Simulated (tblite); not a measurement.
Species: C3H3F4Se (doublet state).
Atom-mapped SMILES: `[F:1][CH2:2][Se:3][CH:4][C:5]([F:6])([F:7])[F:8]` (hydrogens: H9, H10 on C2; H11 on C4)

Computed with GFN2-xTB (tblite), gas phase: L-BFGS steps from a force-field or distance-geometry start until the largest atomic force falls under 0.01 eV/Å.

Step 35: E = -816.0371 eV
```
atom  x, y, z in Å  |  force x, y, z in eV/Å
F1      1.8782   -0.5798    1.6932    0.046   0.021   0.029
C2      2.2238   -0.0066    0.5198    0.058  -0.053   0.047
Se3     0.6760    0.9880   -0.2057   -0.048   0.040  -0.023
C4     -0.5847   -0.2717    0.2379   -0.016   0.014   0.013
C5     -1.9647    0.1005   -0.1061   -0.025   0.044  -0.007
F6     -2.8670   -0.8205    0.2425    0.053  -0.018  -0.047
F7     -2.1012    0.3244   -1.4302   -0.049  -0.014  -0.031
F8     -2.3791    1.2648    0.4722    0.000   0.004   0.033
H9      2.5096   -0.7991   -0.1777   -0.003  -0.023  -0.007
H10     3.0447    0.6918    0.7021    0.011   0.009  -0.023
H11    -0.4302   -0.8891    1.1057   -0.026  -0.024   0.018
```

Step 36: E = -816.0382 eV
```
atom  x, y, z in Å  |  force x, y, z in eV/Å
F1      1.8815   -0.5664    1.7016    0.056   0.032   0.002
C2      2.2223   -0.0062    0.5189    0.074  -0.078   0.079
Se3     0.6769    0.9946   -0.1984   -0.060   0.043  -0.033
C4     -0.5829   -0.2688    0.2368   -0.019   0.008   0.053
C5     -1.9635    0.0994   -0.1056   -0.054   0.077  -0.013
F6     -2.8631   -0.8287    0.2337    0.076   0.012  -0.047
F7     -2.0951    0.3314   -1.4278   -0.069  -0.015  -0.073
F8     -2.3876    1.2606    0.4761    0.021  -0.046   0.038
H9      2.4946   -0.8090   -0.1733   -0.010  -0.007   0.001
H10     3.0524    0.6849    0.6888   -0.004   0.002  -0.028
H11    -0.4302   -0.8890    1.1030   -0.012  -0.026   0.021
```

Step 37: E = -816.0401 eV
```
atom  x, y, z in Å  |  force x, y, z in eV/Å
F1      1.8899   -0.5444    1.7159    0.070   0.042  -0.038
C2      2.2220   -0.0070    0.5185    0.074  -0.091   0.100
Se3     0.6778    1.0048   -0.1867   -0.052   0.028  -0.034
C4     -0.5814   -0.2630    0.2367   -0.021   0.007   0.103
C5     -1.9628    0.0991   -0.1053   -0.079   0.100  -0.027
F6     -2.8558   -0.8422    0.2186    0.093   0.057  -0.044
F7     -2.0867    0.3432   -1.4253   -0.092  -0.012  -0.115
F8     -2.4030    1.2535    0.4824    0.048  -0.113   0.041
H9      2.4718   -0.8253   -0.1657   -0.020   0.022   0.023
H10     3.0655    0.6743    0.6661   -0.029  -0.016  -0.031
H11    -0.4318   -0.8903    1.0986    0.009  -0.024   0.022
```

Task: Estimate the geometry and energy of step 38. (The exact step hangs on the optimiser's Hessian estimate; all steps are aligned on step 37, rigid shifts and turns removed.)

Result: E = -816.0425 eV, largest force 0.184 eV/Å
```
atom  x, y, z in Å  |  force x, y, z in eV/Å
F1      1.9051   -0.5188    1.7330    0.081   0.041  -0.070
C2      2.2252   -0.0094    0.5193    0.039  -0.070   0.093
Se3     0.6787    1.0151   -0.1730   -0.019  -0.006  -0.023
C4     -0.5820   -0.2550    0.2387   -0.019   0.012   0.140
C5     -1.9642    0.1010   -0.1057   -0.077   0.090  -0.048
F6     -2.8464   -0.8576    0.2000    0.086   0.100  -0.037
F7     -2.0802    0.3574   -1.4239   -0.106  -0.004  -0.132
F8     -2.4235    1.2450    0.4893    0.067  -0.166   0.042
H9      2.4484   -0.8441   -0.1558   -0.029   0.049   0.049
H10     3.0813    0.6628    0.6387   -0.053  -0.037  -0.030
H11    -0.4369   -0.8936    1.0934    0.030  -0.010   0.016
```

The energy changes by -0.0025 eV. The first-order estimate −F·Δx gives -0.0033 eV and the mean of the old and new forces, exact on a quadratic surface, -0.0024 eV. The step makes an angle of 82° with the force vector and moves no atom by more than 0.034 Å.

What follows is the cost of the whole relaxation. Time: 0.47 s of wall time. Hardware: one thread of an Arm Neoverse V1, no GPU, on a shared host.
